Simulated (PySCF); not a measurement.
C2H8InP. Atoms are numbered in the order given.

```xyz
12

In    -0.2182     0.0465    -0.1745
C     -1.8018    -1.4580    -0.3408
H     -1.7791    -1.8971    -1.3511
H     -2.7862    -0.9862    -0.1962
H     -1.6704    -2.2603     0.3988
C     -0.2564     1.9523    -1.2550
H      0.5976     1.9965    -1.9491
H     -0.1563     2.7842    -0.5406
H     -1.1891     2.0743    -1.8248
P      1.6975    -0.3577     1.4636
H      2.6957     0.1331     0.5639
H      1.8662    -1.7223     1.0686
```

The structure is a stationary point at B3LYP-D3(BJ)/def2-SVP. The structure was generated by enumeration; whether it is a known compound was not checked. The def2 effective core potentials stand for the cores of In; spin–orbit coupling is left out. Other conformers were not sampled.

Level of theory: CAM-B3LYP/def2-TZVP run with PySCF.

Estimate the frontier levels, gap, dipole moment and polarisability. (Estimate from the structure and the level; the computed values follow.)


```yaml
highest_occupied_level: -7.76 eV
lowest_empty_level: -0.39 eV
orbital_gap: 7.38 eV
dipole_moment: 1.54 D
quadrupole, principal values (traceless, Buckingham form, about the centre of nuclear charge): -7.10, -0.12, 7.22 D·Å
mean_static_polarisability: 94.6 bohr³ (14.03 Å³)
polarisability_principal_values: 67.4, 99.1, 117.5 bohr³
```
